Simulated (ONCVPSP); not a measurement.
What one change does to a pseudopotential (tungsten, ONCV)

```
Element                 : tungsten
Generator               : ONCVPSP 4.0.1
Type                    : optimised norm-conserving Vanderbilt (ONCV)
Functional              : revPBE
Relativity              : scalar-relativistic
Frozen core             : [Kr] 4d10 4f14
Valence charge          : 14
Reference configuration : 5s2 5p6 5d4 6s1 (charge +1)
Partial waves           : 5s+6s: rc 2.05 bohr, ncon 3, nbas 6, qcut 5.2 1/bohr, 3 projectors, debl 1.2 Ha; 5p: rc 1.95 bohr, ncon 3, nbas 6, qcut 6 1/bohr, 2 projectors, debl 1.8 Ha; 5d: rc 1.90 bohr, ncon 4, nbas 7, qcut 4.3 1/bohr, 2 projectors, debl 0.9 Ha
Local potential         : polynomial inside 1.35 bohr (lpopt 5, dvloc0 3 Ha)
Core correction         : Teter function fitted to the true core (icmod 2), fcfact 0.2
```

In the p channel the program set the typed energies aside and used -1.862, 0.250 Ha.

Change: d: rc 2.78.

Cutoffs: the cutoffs (Ha) at which the residual kinetic energy of the hardest occupied pseudo-wave falls to 1 and 0.1 mHa per electron; they do not see the model core or the augmentation charge, which bear on the density cutoff. Errors are all-electron minus pseudo energies relative to the spin-unpolarised reference configuration.

Predict the effect on cutoff, ghosts and configuration errors.

The potential gets softer (36 Ha and 46 Ha → 12 Ha and 19 Ha); of the 4 tests that both files solve, the error grows in 4 and shrinks in 0 by more than 15 % and 0.3 meV (median size 6.0 → 18.4 meV); neither file shows a bound ghost. A larger radius leaves more room for a smooth pseudo-wave, so fewer plane waves are needed. More of the atom is replaced by a form fitted at one configuration, so other configurations suffer.

| quantity | base | changed |
| --- | --- | --- |
| cutoff, loose | 36 Ha | 12 Ha |
| cutoff, tight | 46 Ha | 19 Ha |
| loose cutoff by channel | s 6.6 Ha, p 12 Ha, d 36 Ha | s 6.6 Ha, p 12 Ha, d 9.1 Ha |
| bound ghosts | none | none |
| GHOST(+) flags under 300 eV | s at 250.3 eV | s at 250.3 eV |
| error for 5s2 5p6 5d4 6s2, meV [ΔE -8.81 eV] | +1.6 | +3.0 |
| error for 5s2 5p6 5d4 6s0, meV [ΔE 15.54 eV] | -5.7 | -11 |
| error for 5s2 5p6 5d3 6s0, meV [ΔE 40.82 eV] | -6.3 | +26 |
| error for 5s1 5p6 5d4 6s2, meV [ΔE 76.56 eV] | -816 | -961 |
| s: phases at 2.09 bohr within 0.05 rad from the reference energy up to (Ha; the scan ends near 5) | to the end of the scan | to the end of the scan |
| p: phases at 1.98 bohr within 0.05 rad from the reference energy up to (Ha; the scan ends near 5) | to the end of the scan | to the end of the scan |
| rms error of d²Exc/dni dnj with the model core, mHa | 1.53 | 1.97 |
